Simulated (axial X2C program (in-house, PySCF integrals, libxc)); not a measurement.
Low determinants of ScP⁻ at the PBE0 level, 2c

Computed with an in-house all-electron X2C program for linear molecules (integrals from PySCF). Two-component (2c) means X2C with spin–orbit coupling and atomic mean-field two-electron Coulomb and Gaunt terms. Basis: Sc dyall-acv3z [11s12p8d5f2g], P dyall-av3z [9s8p3d2f] (cores contracted in-house); Gaussian nuclei, density fitting, unrestricted open shells. Masses: Sc 44.956 u, P 30.974 u.

Search at 2.180 Å (vertical energies from the lowest determinant):

| ΔE (eV) | state | electrons beyond evenly filled partner blocks | electrons in ±ω = 1/2, 3/2, 5/2, 7/2 |
| --- | --- | --- | --- |
| 0.00 | Ω = 1/2 | ω = 1/2 | 29 8 0 0 |
| 0.65 | Ω = 3/2 | ω = 3/2 | 30 7 0 0 |
| 1.02 | Ω = 3/2 | ω = 3/2 | 28 9 0 0 |
| 1.37 | Ω = 7/2 | ω = 1/2, 2 × ω = 3/2 | 29 8 0 0 |
| 1.41 | Ω = 5/2 | 2 × ω = 1/2, ω = 3/2 | 30 7 0 0 |
| 1.77 | Ω = 1/2 | 2 × ω = -1/2, ω = 3/2 | 30 7 0 0 |
| 1.78 | Ω = 5/2 | 2 × ω = 1/2, ω = 3/2 | 28 9 0 0 |

Lowest determinant, Ω = 1/2 (⟨Sz⟩ = 0.50, ⟨Lz⟩ = 0.00 at PBE0): Re = 2.207 Å, ωe = 515.1 cm⁻¹.

The determinant in row 2 of the search, Ω = 3/2 (⟨Sz⟩ = 0.50, ⟨Lz⟩ = 1.00 at PBE0), was followed along the bond at PBE0; measured from the minimum of the lowest determinant it gives:

Te = 0.471 eV (3802 cm⁻¹), Re = 2.331 Å, ωe = 443.7 cm⁻¹.

Question: Compare the bond of the determinant in row 2 with that of the lowest one.

Answer: At PBE0 its Re is 0.124 Å longer and its force constant, which goes as ωe², is 0.74 times that of the lowest determinant. T0 ≈ Te + Δωe/2 = 3802 + (-36) = 3766 cm⁻¹.

The search compares states at one distance, so a state with another bond length can lie lower; it is not exhaustive and yields mostly the lowest determinant of each block pattern, so other components and higher states of one pattern are missing. These are energies of single determinants, not of spin-adapted states; PBE0 term energies can be off by some tenths of an eV, and the functional has no current term. For an anion, determinants above electron detachment are held by the basis set.
